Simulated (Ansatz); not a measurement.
Reaction (hydrogenolysis of a C–Si bond): `O/C=[C](\[AlH2])[SiH3]` + H₂ → `O/C=[CH]\[AlH2]` + SiH₄

Calculated with Ansatz (gas phase, PBE0-D4/def2-TZVP geometries, no zero-point term in ΔE). CCSD(T)/CBS adds triple-zeta CCSD(T) − MP2 to the extrapolated MP2 energy (def2 sets, frozen cores). This one scheme is used for every species. Double bonds are as drawn, so ΔE can hold a change between cis and trans. DFT in def2-TZVPP. B3LYP here is the variant with VWN-RPA as its local correlation; programs differ in this. Each species was taken in one conformer, which may not be the lowest.

**Question.** Is it downhill or uphill in electronic energy at CCSD(T)/CBS, and by how much? (An estimate is asked.)

**Answer.** Computed: Downhill: ΔE = -1.2 kcal/mol.

**Question.** What do these levels give: B3LYP-D4, PBE, r2SCAN, PBE0, HF/def2-TZVPP, MP2/def2-TZVPP, SCS-MP2/def2-TZVPP, CCSD(T)/def2-TZVPP, HF/def2-QZVPP, MP2/def2-QZVPP, HF/CBS(def2), CCSD/CBS(def2)? (An estimate is asked.)

**Answer.** The calculation gave: B3LYP-D4 -2.2, PBE -2.6, r2SCAN -1.5, PBE0 -3.1, HF/def2-TZVPP -8.3, MP2/def2-TZVPP 0.1, SCS-MP2/def2-TZVPP -1.9, CCSD(T)/def2-TZVPP -2.0, HF/def2-QZVPP -8.2, MP2/def2-QZVPP 0.6, HF/CBS(def2) -8.2, CCSD/CBS(def2) -2.6 kcal/mol.

Largest T1 diagnostic among the species: 0.014.

The D4 term adds +3.1 kcal/mol with B3LYP and +1.7 kcal/mol with PBE0; it sums over pairs of atoms, weighted by their polarisabilities, and B3LYP, whose exchange is more repulsive, gets the larger term. In def2-TZVPP, CCSD(T) changes the Hartree–Fock value by +6.3 kcal/mol (the triples alone add +1.5 kcal/mol) and MP2 by +8.5 kcal/mol.
